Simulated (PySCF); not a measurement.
```xyz
3
charge 0 multiplicity 1, angstrom
I     0.2468    0.2468    0.1774
S    -0.5939   -0.5939   -1.6950
F    -0.6413   -0.6413    1.6673
```

Method: PBE0/[I def2-TZVP with ECP28, S def2-TZVP, F def2-TZVP], scalar-relativistic core potentials, density fitting, no spin–orbit coupling, PySCF.

This geometry of ISF is a stationary point at this level.

**Question.** What is the point group?

**Answer.** Cs.

**Question.** Is it a minimum?

**Answer.** Yes: all harmonic wavenumbers are real.

**Question.** List the harmonic modes with their infrared intensities.

**Answer.** 
```tsv
symmetry	ω (cm⁻¹)	IR (km/mol)
a'	158	5.8
a'	481	13.6
a'	537	121
```

**Question.** Give the ideal-gas entropy at 298.15 K and 1 bar by parts.

**Answer.** translation 173.5, rotation 107.6, vibration 16.1, spin 0.0; total 297.2 J/(mol K).

This need not be the most stable arrangement of these atoms.
